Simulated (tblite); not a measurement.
C3H3ClF4O2S.
Geometry (GFN2-xTB, Å), atoms numbered from 1 in this order:
```
atom  x, y, z in Å
O1    -2.0436    1.6243    0.3161
S2    -2.1123    0.2369    0.0174
O3    -3.1429   -0.2739   -0.8115
Cl4   -2.2044   -0.7574    1.7838
C5    -0.4549   -0.3221   -0.5735
F6    -0.4168    0.1941   -1.8226
C7     0.5677    0.2939    0.3460
C8     1.9953   -0.1291    0.0016
F9     2.1081   -1.4627   -0.0701
F10    2.8559    0.2828    0.9366
F11    2.4147    0.3623   -1.1628
H12   -0.4331   -1.4123   -0.6380
H13    0.3635   -0.0208    1.3724
H14    0.5023    1.3836    0.2826
```

Calculated harmonic vibrations of the isolated species, GFN2-xTB (tblite), most abundant isotopes, no scaling. Errors from tens to a few hundred cm⁻¹ against measured bands are possible. One conformer, not necessarily the lowest.

Harmonic wavenumbers (cm⁻¹): 26.7, 41.5, 64.8, 98.0, 126.4, 179.8, 228.6, 240.6, 294.7, 297.0, 329.1, 343.0, 446.9, 474.5, 478.0, 518.7, 534.9, 586.0, 730.0, 823.6, 880.9, 980.0, 1039.6, 1090.5, 1109.6, 1125.0, 1152.8, 1166.6, 1184.3, 1250.4, 1305.7, 1322.5, 1404.9, 2962.3, 2990.0, 2994.2.

A = 1484, B = 487.3, C = 430.8 MHz; mass 213.948 u (most abundant isotopes); point group C1, symmetry number 1.

**Question.** Zero-point energy?

**Answer.** ½Σν̃ = 15411 cm⁻¹ = 44.06 kcal/mol.

**Question.** Entropy at 298.15 K, 1 bar (ideal gas, RRHO, classical rotation)?

**Answer.** Translation 42.01, rotation 31.31, vibration 38.54: S = 111.9 cal/(mol K).

**Question.** And Cp and H(298.15 K) − H(0)?

**Answer.** Cp = 41.90 cal/(mol K), of which vibrations give 33.95 (their classical limit is 36 R = 71.5); H(298.15 K) − H(0) = 8.01 kcal/mol without the zero-point energy, 5.64 from vibrations.

**Question.** Which modes carry the vibrational entropy at 298.15 K?

**Answer.** 26.7 cm⁻¹: 6.06; 41.5 cm⁻¹: 5.19; 64.8 cm⁻¹: 4.31; 98.0 cm⁻¹: 3.49; 126.4 cm⁻¹: 3.00; 179.8 cm⁻¹: 2.33 cal/(mol K); the other 30 give 14.16 together.

**Question.** How do the functions run with temperature in this model?

**Answer.** 
| T (K) | S (cal/(mol K)) | Cp (cal/(mol K)) | H − H(0) (kcal/mol) | G − H(0) (kcal/mol) | ln q(vib) |
| --- | --- | --- | --- | --- | --- |
| 50 | 65.3 | 15.5 | 0.58 | -2.68 | 1.25 |
| 100 | 78.0 | 22.0 | 1.52 | -6.28 | 3.10 |
| 373.15 | 121.9 | 47.5 | 11.37 | -34.12 | 12.21 |
| 500 | 136.9 | 55.0 | 17.89 | -50.55 | 15.91 |
| 750 | 161.1 | 63.8 | 32.87 | -87.92 | 22.40 |
| 1000 | 180.1 | 68.7 | 49.49 | -130.66 | 28.01 |

q(vib) and H(0) count from the zero-point level.

**Question.** What must be added to the electronic energy to get the Gibbs energy at 298.15 K and 1 bar?

**Answer.** ZPE + [H(298.15 K) − H(0)] − T·S = 44.06 + 8.01 − 33.35 = 18.72 kcal/mol.

**Question.** Blend soft modes into free rotors: weight 1/[1 + (100 cm⁻¹/ν̃)⁴] for the oscillator and the rest for a rotor with moment μB/(μ + B), μ = h/(8π²ν), B = 10⁻⁴⁴ kg m². What vibrational entropy results?

**Answer.** 33.97 cal/(mol K) in place of 38.54, which changes −T·S at 298.15 K by +1.36 kcal/mol.

Hindered rotation and anharmonicity are outside this model. Other conformers, if any are populated, would add a mixing term that is left out. The structure is chiral; the term R ln 2 for an equal mix with its mirror image is left out.
